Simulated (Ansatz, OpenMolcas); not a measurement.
**Heat of formation of InH3 (SMILES [InH3]) from total energies**

InH3 has 4 atoms, charge 0, and is taken as a singlet. SMILES: `[InH3]`. The coordinates come from a PBE0-D4/def2-TZVP relaxation.

Total energies at revPBE/def2-TZVP (core potential) (OpenMolcas 26.06); the atoms run unrestricted:

```
species    state  energy (Eh)
   InH3  singlet  -191.941960
     In  doublet  -190.170620
      H  doublet    -0.504123
```

Harmonic wavenumbers at PBE0-D4/def2-TZVP, in cm⁻¹: 604, 604, 625, 1820, 1820, 1828.

Measured heats of formation of the gaseous atoms at 298.15 K, in kJ/mol: In 243.3, H 218.0. Spin-orbit lowering of the atoms at 298 K (mean of the ground term's levels less their thermal mean, from spectra), in kJ/mol: In 17.64. Take 1 Eh = 2625.50 kJ/mol, 1 cm⁻¹ = 0.0119627 kJ/mol, RT = 2.479 kJ/mol.

Work out the heat of formation of the gas at 298 K.


1. Electronic atomisation energy: (-190.170620) + 3 × (-0.504123) − (-191.941960) = 0.258971 Eh = 679.9 kJ/mol.
2. Zero-point energy: half the sum of the wavenumbers, 3650.5 cm⁻¹ = 43.7 kJ/mol.
3. Thermal vibrational enthalpy, Σ hcν̃/(exp(hcν̃/kT) − 1): 1.2 kJ/mol. Translation, rotation and pV of a non-linear molecule: 4 RT = 9.9 kJ/mol.
4. The 4 free atoms carry 5/2 RT each: 24.8 kJ/mol.
5. Spin-orbit coupling lowers the free atoms by 17.64 = 17.6 kJ/mol.
6. Atomisation enthalpy at 298 K: 679.9 − 17.6 − 43.7 − 1.2 − 9.9 + 24.8 = 632.3 kJ/mol.
7. Sum of the atoms' heats of formation: 897.3 kJ/mol. Heat of formation: 897.3 − 632.3 = +265.0 kJ/mol.

No measured value is set beside it here. Anharmonicity and any spin-orbit splitting of the molecule are left out.
